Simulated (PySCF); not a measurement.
Electron correlation in Sr⁻ (strontium, charge -1)

[Kr] 4d1 5s2, 2D determinant. Calculation: PySCF 2.14, in x2c-TZVPPall with one added diffuse shell each of s, p, d, f type (9s7p7d3f1g, 95 functions); the spin-free X2C one-electron Hamiltonian (Gaussian nucleus). Frozen: [Kr]; 3 electrons correlated.

MP2 pair energies summed by pair of shells (mhartree):

| pair | energy | share (%) |
| --- | --- | --- |
| 5s-5s | -18.27 | 83.2 |
| 4d-5s | -3.70 | 16.8 |

Total MP2 correlation energy: -21.97 mhartree.

Same-spin part -1.42 and opposite-spin part -20.55 mhartree; SCS-MP2 scales them by 1/3 and 6/5 to -25.13 mhartree.

The Hartree-Fock reference does not bind the outermost electron (its level is positive or very diffuse), so these energies belong to a reference that the basis holds together.
